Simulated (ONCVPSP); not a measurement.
**Au: ONCV pseudisation with BLYP, scalar-relativistic reference atom.**

| Quantity | Value |
| --- | --- |
| Element | Au (Z = 79) |
| Generator | ONCVPSP 4.0.1 |
| Type | optimised norm-conserving Vanderbilt (ONCV) |
| Functional | BLYP |
| Relativity | scalar-relativistic |
| Frozen core | [Kr] 4d10 4f14 |
| Valence charge | 19 |
| Reference configuration | 5s2 5p6 5d9 6s2 |
| Partial waves | 5s+6s: rc 1.65 bohr, ncon 4, nbas 7, qcut 7.2 1/bohr, 2 projectors; 5p: rc 1.85 bohr, ncon 4, nbas 8, qcut 7.8 1/bohr, 2 projectors, debl 2.2 Ha; 5d: rc 1.70 bohr, ncon 4, nbas 8, qcut 9.1 1/bohr, 1 projector |
| Local potential | polynomial inside 1.20 bohr (lpopt 5, dvloc0 -1 Ha) |
| Core correction | Teter function, fcfact 4.5, rcfact 1.5 |

In the p channel the program set the typed energies aside and used -2.293, 0.250 Ha.

All-electron outer shells of the reference configuration (BLYP, scalar-relativistic, ld1.x):

```json
{"shell": "5s", "level (eV)": "-111.22", "outermost node (bohr)": "0.48", "outermost maximum (bohr)": "0.84"}
{"shell": "4f", "level (eV)": "-84.00", "outermost node (bohr)": "–", "outermost maximum (bohr)": "0.37"}
{"shell": "5p", "level (eV)": "-62.40", "outermost node (bohr)": "0.52", "outermost maximum (bohr)": "0.96"}
{"shell": "5d", "level (eV)": "-8.79", "outermost node (bohr)": "0.56", "outermost maximum (bohr)": "1.20"}
{"shell": "6s", "level (eV)": "-6.62", "outermost node (bohr)": "1.11", "outermost maximum (bohr)": "2.27"}
```

What the tests gave:

| Quantity | Value |
| --- | --- |
| Cutoffs needed | 22 Ha and 26 Ha (the cutoffs (Ha) at which the residual kinetic energy of the hardest occupied pseudo-wave falls to 1 and 0.1 mHa per electron) |
| Ghost test | no bound ghost flagged; GHOST(+) flagged for s at 151.0 eV |
| Largest excitation error | -645 meV (all-electron minus pseudo) for 5s1 5p6 5d10 6s1, out of 4 test configurations |
| rms error of d²Exc/dni dnj | 7.41 mHa without and 1.58 mHa with the model core |

Generation and tests took about 6.2 s on one core of a shared server CPU.
